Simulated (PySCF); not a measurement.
## The Bi–S bond energy of BiS₃⁻

These are results of PySCF, PBE0, basis Bi def2-TZVPD with ECP60, S def2-TZVPD (scalar-relativistic core potentials, no spin–orbit coupling, density fitting), not measurements.

Each entry is the lowest minimum that a search over a few typed start shapes (and spin states, where more than one is plausible) found, or that minimum re-optimised at the stated level; isomers with ligand–ligand bonds, or fragments after loss of a ligand pair, can lie lower.

Total energies (Eh), which compare only within these settings: S atom -397.97425.

```json
{"species": "BiS₂⁻", "2S+1": "1", "group": "C2v", "E (Eh)": "-1010.89569", "ZPE (kJ/mol)": "5.5"}
{"species": "BiS₃⁻", "2S+1": "1", "group": "D3h", "E (Eh)": "-1408.94989", "ZPE (kJ/mol)": "9.0"}
```

Q: What are De and D0 for BiS₃⁻ → BiS₂⁻ + S?

A: De = [(-1010.89569) + (-397.97425) − (-1408.94989)] × 2625.5 = 210 kJ/mol. The zero-point energy changes by -3.6 kJ/mol, so D0 = 206 kJ/mol.

Atoms and open shells are unrestricted, without spin–orbit or basis-set superposition corrections.

Spin–orbit coupling can matter for elements this heavy.
